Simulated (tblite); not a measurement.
BrH5P2Si.
Geometry (GFN2-xTB, Å), atoms numbered from 1 in this order:
```xyz
9
BrH5P2Si angstrom
P      2.063    0.438    0.327
Si    -0.110    0.702   -0.182
P     -1.217   -1.180   -0.758
Br    -1.028    1.758    1.569
H      2.322   -0.312   -0.807
H      1.872   -0.691    1.107
H     -0.249    1.684   -1.257
H     -2.475   -0.648   -0.531
H     -1.162   -1.745    0.508
```

Computed with GFN2-xTB (tblite): harmonic, unscaled wavenumbers at the GFN2-xTB geometry, gas phase. Errors from tens to a few hundred cm⁻¹ against measured bands are possible. Modes of hydrogen on phosphorus and silicon can be 10 to 20 % off. One conformer, not necessarily the lowest.

Harmonic wavenumbers (cm⁻¹): 51.3, 88.0, 95.6, 101.4, 136.7, 330.9, 457.9, 495.2, 548.8, 621.3, 685.4, 705.7, 721.5, 726.1, 1130.2, 1130.5, 2241.5, 2293.8, 2302.0, 2376.3, 2380.4.

A = 1959, B = 1303, C = 830.0 MHz; mass 173.882 u (most abundant isotopes); point group C1, symmetry number 1.

Q: Zero-point energy?

A: ½Σν̃ = 9810 cm⁻¹ = 117.36 kJ/mol.

Q: Entropy at 298.15 K, 1 bar (ideal gas, RRHO, classical rotation)?

A: Translation 173.19, rotation 123.04, vibration 97.25: S = 393.5 J/(mol K).

Q: And Cp and H(298.15 K) − H(0)?

A: Cp = 116.40 J/(mol K), of which vibrations give 83.14 (their classical limit is 21 R = 174.6); H(298.15 K) − H(0) = 24.14 kJ/mol without the zero-point energy, 14.23 from vibrations.

Q: Which modes carry the vibrational entropy at 298.15 K?

A: 51.3 cm⁻¹: 19.94; 88.0 cm⁻¹: 15.50; 95.6 cm⁻¹: 14.82; 101.4 cm⁻¹: 14.34; 136.7 cm⁻¹: 11.92; 330.9 cm⁻¹: 5.25 J/(mol K); the other 15 give 15.47 together.

Q: How do the functions run with temperature in this model?

A: 
```csv
T (K),S (J/(mol K)),Cp (J/(mol K)),H − H(0) (kJ/mol),G − H(0) (kJ/mol),ln q(vib)
150,325.7,83.1,9.24,-39.61,2.88
250,373.8,106.9,18.76,-74.69,5.01
400,430.0,132.0,36.84,-135.16,7.84
600,487.6,152.2,65.40,-227.17,11.11
900,553.3,171.6,114.21,-383.78,15.24
```

q(vib) and H(0) count from the zero-point level.

Q: What must be added to the electronic energy to get the Gibbs energy at 298.15 K and 1 bar?

A: ZPE + [H(298.15 K) − H(0)] − T·S = 117.36 + 24.14 − 117.31 = 24.19 kJ/mol.

Hindered rotation and anharmonicity are outside this model. Other conformers, if any are populated, would add a mixing term that is left out. The structure is chiral; the term R ln 2 for an equal mix with its mirror image is left out.

Hardware: x86-64 server, one thread, no GPU, on a shared host. The figure is for the frequency step alone.
